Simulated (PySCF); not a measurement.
## Zinc: a sound run and one with changed settings

Sound run: Zn [Ar] 3d10 4s2, Zn⁺ [Ar] 3d10 4s1. Computed with PySCF 2.14 in 6-31G* (5s4p2d1f, 34 functions), with the non-relativistic Hamiltonian (point nucleus). The sound run starts from symmetry-adapted Hartree-Fock orbitals and uses a fine grid where one is needed.

Changed run: radial step 0.8 in ln r (0.13 in the sound run). This setting is unsound on purpose.

```json
{"species": "Zn", "method": "UHF", "sound run (hartree)": "-1777.48110", "changed run (hartree)": "-1777.48110", "converged": "yes"}
{"species": "Zn", "method": "B3LYP", "sound run (hartree)": "-1779.08722", "changed run (hartree)": "-1779.26901", "converged": "yes"}
{"species": "Zn", "method": "PBE0", "sound run (hartree)": "-1778.78617", "changed run (hartree)": "-1778.98290", "converged": "yes"}
{"species": "Zn⁺", "method": "UHF", "sound run (hartree)": "-1777.20913", "changed run (hartree)": "-1777.20913", "converged": "yes"}
{"species": "Zn⁺", "method": "B3LYP", "sound run (hartree)": "-1778.75794", "changed run (hartree)": "-1778.93883", "converged": "yes"}
{"species": "Zn⁺", "method": "PBE0", "sound run (hartree)": "-1778.46999", "changed run (hartree)": "-1778.66871", "converged": "yes"}
```

Ionisation energy of Zn:

| method | sound run (eV) | changed run (eV) |
| --- | --- | --- |
| UHF | 7.401 | 7.401 |
| B3LYP | 8.960 | 8.985 |
| PBE0 | 8.604 | 8.549 |

A coarse radial grid mis-integrates the density and the exchange-correlation energy, with errors of either sign; Hartree-Fock needs no grid.

For comparison, NIST gives 9.394 eV between the lowest levels.
